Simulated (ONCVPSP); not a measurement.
# Before and after: ONCV potential for Ge

Ge, optimised norm-conserving Vanderbilt (ONCV), made with ONCVPSP 4.0.1 (LDA (Perdew-Wang 92), scalar-relativistic). Core [Ar] 3d10, reference 4s2 4p1 (charge +1). Waves: 4s: rc 1.45 bohr, ncon 4, nbas 8, qcut 3.5 1/bohr, local; 4p: rc 1.80 bohr, ncon 4, nbas 9, qcut 4.5 1/bohr, 2 projectors, debl 2.3 Ha. Local part: the s channel. Core correction: Teter function, fcfact 5.25, rcfact 1.1.

Change: p: rc 2.54.

Cutoffs: the cutoffs (Ha) at which the residual kinetic energy of the hardest occupied pseudo-wave falls to 1 and 0.1 mHa per electron; they do not see the model core or the augmentation charge, which bear on the density cutoff. Errors are all-electron minus pseudo energies relative to the spin-unpolarised reference configuration.

Problem. What does the change do?

Solution. The potential gets neither clearly harder nor softer (15 Ha and 39 Ha → 15 Ha and 39 Ha); the s channel sets the loose cutoff, while the largest relative change is in p, which becomes softer; of the 4 tests that both files solve, the error grows in 1 and shrinks in 3 by more than 15 % and 0.3 meV (median size 7.7 → 7.0 meV); neither file shows a bound ghost.

| quantity | base | changed |
| --- | --- | --- |
| cutoff, loose | 15 Ha | 15 Ha |
| cutoff, tight | 39 Ha | 39 Ha |
| loose cutoff by channel | s 15 Ha, p 7.5 Ha | s 15 Ha, p 3.1 Ha |
| bound ghosts | none | none |
| GHOST(+) flags under 300 eV | none | p at 100.3 eV |
| error for 4s2 4p2, meV [ΔE -7.63 eV] | +4.7 | +3.2 |
| error for 4s2 4p0, meV [ΔE 15.71 eV] | +8.1 | +1.0 |
| error for 4s1 4p0, meV [ΔE 50.92 eV] | +54 | +30 |
| error for 4s1 4p3, meV [ΔE 0.42 eV] | +7.3 | +11 |
| s: phases at 1.48 bohr within 0.05 rad from the reference energy up to (Ha; the scan ends near 5) | 2.4 | 2.4 |
| rms error of d²Exc/dni dnj with the model core, mHa | 5.96 | 5.88 |
